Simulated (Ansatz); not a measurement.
C2H3O (SMILES [CH2]C=O) moved off its minimum; all values from Ansatz (a quantum-chemistry and plane-wave program), cores frozen in correlated methods. Open shells are unrestricted.
(charge 0, multiplicity 2)
```xyz
6

C     -1.12236     0.26550     0.07820
C      0.27357     0.26542     0.10978
O      0.89067    -0.61929     0.03842
H     -1.61003    -0.92664     0.12005
H     -1.67456     1.25735     0.04932
H      0.51556     1.34995    -0.06636
```

### Question
Give the forces (eV/Å), the total energy and the dipole at CCSD(T)/cc-pVTZ.

### Answer

```csv
atom,Fx,Fy,Fz
C1,-4.814,-2.753,0.727
C2,-8.706,14.115,-0.469
O3,10.762,-13.683,-0.520
H4,0.921,3.908,-0.196
H5,0.343,-1.684,0.016
H6,1.495,0.098,0.442
```
Energy -152.8503 hartree, dipole 2.07 D.
